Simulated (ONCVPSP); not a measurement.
Before and after: ONCV potential for silicon (Si)

| Item | Value |
| --- | --- |
| Element | silicon (Si) |
| Generator | ONCVPSP 4.0.1 |
| Type | optimised norm-conserving Vanderbilt (ONCV) |
| Functional | PBE |
| Relativity | scalar-relativistic |
| Frozen core | [Ne] |
| Valence charge | 4 |
| Reference configuration | 3s2 3p2 |
| Partial waves | 3s: rc 1.55 bohr, ncon 3, nbas 6, qcut 4.5 1/bohr, 2 projectors, debl 1.4 Ha; 3p: rc 2.35 bohr, ncon 5, nbas 10, qcut 3.6 1/bohr, 1 projector; d scattering state at 0.33 Ha: rc 2.30 bohr, ncon 4, nbas 8, qcut 4.3 1/bohr, 3 projectors, debl 2.7 Ha |
| Local potential | polynomial inside 1.35 bohr (lpopt 5, dvloc0 0 Ha) |
| Core correction | Teter function, fcfact 4.5, rcfact 1.45 |

Change: local potential polynomial inside 1.35 bohr (lpopt 5, dvloc0 2 Ha).

Cutoffs: the cutoffs (Ha) at which the residual kinetic energy of the hardest occupied pseudo-wave falls to 1 and 0.1 mHa per electron; they do not see the model core or the augmentation charge, which bear on the density cutoff. Errors are all-electron minus pseudo energies relative to the spin-unpolarised reference configuration.

Problem. Predict the effect on cutoff, ghosts and configuration errors.

Solution. The potential gets neither clearly harder nor softer (7.9 Ha and 10 Ha → 7.9 Ha and 10 Ha); the errors of the 4 common tests hardly move; neither file shows a bound ghost.

```csv
quantity,base,changed
"cutoff, loose",7.9 Ha,7.9 Ha
"cutoff, tight",10 Ha,10 Ha
bound ghosts,none,none
GHOST(+) flags under 300 eV,s at 83.4 eV,s at 99.0 eV
"error for 3s2 3p1, meV [ΔE 7.74 eV]",+2.5,+2.3
"error for 3s2 3p0, meV [ΔE 23.73 eV]",+3.1,+3.1
"error for 3s1 3p0, meV [ΔE 57.70 eV]",-16,-16
"error for 3s1 3p3, meV [ΔE 6.81 eV]",-0.6,-0.7
s: phases at 1.58 bohr within 0.05 rad from the reference energy up to (Ha; the scan ends near 5),2.8,3.4
p: phases at 2.38 bohr within 0.05 rad from the reference energy up to (Ha; the scan ends near 5),1.1,1.2
d: phases at 2.34 bohr within 0.05 rad from the reference energy up to (Ha; the scan ends near 5),to the end of the scan,to the end of the scan
"rms error of d²Exc/dni dnj with the model core, mHa",0.85,0.85
```

Base: The cutoffs count occupied waves only; projector 2 of the d channel, the hardest unoccupied one, needs 50 Ha at the loose tolerance. Changed file: The cutoffs count occupied waves only; projector 2 of the d channel, the hardest unoccupied one, needs 50 Ha at the loose tolerance.
